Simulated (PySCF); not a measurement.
An unknown gives this computed stick spectrum. Method used: TDDFT wB97X-D/def2-SVPD, vertical, gas phase, core orbitals frozen in the response in PySCF 2.14.0, density-fitted response routines. Geometries: PBE0-D3(BJ)/def2-SVP, one conformer each. Relativistic effects are left out although some hold elements past zinc.

```csv
state,E (eV),f,"main configurations (H = HOMO, L = LUMO)"
S1,7.18,0.0010,"H-4→L+1 (20%), H-3→L (19%), H→L+1 (16%)"
S2,7.48,0.0084,"H→L (25%), H-3→L+1 (23%), H-4→L (15%)"
S3,7.50,0.011,"H-3→L (22%), H-4→L+1 (21%), H→L+1 (17%)"
S4,8.06,0.052,"H→L (53%), H-4→L (11%), H-1→L (10%)"
S5,8.24,0.018,"H-1→L (28%), H-5→L (25%)"
S6,8.33,0.039,"H-5→L+1 (38%), H→L+1 (20%), H-4→L+1 (10%)"
S7,8.39,0.038,"H-1→L+1 (23%), H-5→L+1 (22%), H→L+1 (21%)"
S8,8.43,0.014,"H-5→L (28%), H-1→L (16%), H-2→L (10%)"
S9,8.52,0.090,"H→L+2 (37%), H-2→L (21%), H-1→L+1 (9%)"
S10,8.56,0.054,"H-2→L (32%), H→L+2 (22%), H-2→L+1 (14%)"
```

Triplets computed (Tamm–Dancoff): 6.00, 6.59, 6.59, 7.20 eV.

Question: Which structure fits? All have the formula C3H9GeNSi.
A. `CC#[C][GeH2][NH][SiH3]`
B. `C#C[Si@@H](C)[NH][GeH3]`
C. `C[SiH2][CH2][GeH2][C]#N`
D. `C[Si@H](N)C#[C][GeH3]`

Answer: C. Its S1, at 7.18 eV, is the highest among the candidates; the nearest of the others has S1 at 6.01 eV. S1 is HOMO-4→LUMO+1 (20%), HOMO-3→LUMO (19%), HOMO→LUMO+1 (16%). Löwdin shares by element: HOMO carbon 24% or more, silicon 18%, hydrogen 16% or more, germanium 14% (atoms not listed hold the other 29%); LUMO germanium 27%, carbon 25% or more, nitrogen 15% (atoms not listed hold the other 34%). At the same level the other candidates give, for their lowest levels:
- `CC#[C][GeH2][NH][SiH3]`: 5.93 eV (f 0.001); 6.05 eV (f 0.005); 6.26 eV (f 0.003); 6.34 eV (f 0.001); 6.96 eV (f 0.015); T1 5.05 eV; HOMO -9.06, LUMO 1.44 eV
- `C[Si@H](N)C#[C][GeH3]`: 5.62 eV (f 0.000); 5.87 eV (f 0.002); 5.89 eV (f 0.001); 6.68 eV (f 0.126); 7.19 eV (f 0.007); T1 4.71 eV; HOMO -9.40, LUMO 1.36 eV
- `C#C[Si@@H](C)[NH][GeH3]`: 6.01 eV (f 0.000); 6.19 eV (f 0.012); 6.27 eV (f 0.000); 6.42 eV (f 0.015); 7.03 eV (f 0.008); T1 5.00 eV; HOMO -9.19, LUMO 1.56 eV

Conformer computed: `[CH3:1][SiH2:2][CH2:3][GeH2:4][C:5]#[N:6]`: C1–Si2–C3–Ge4 70°, Si2–C3–Ge4–C5 -64°.
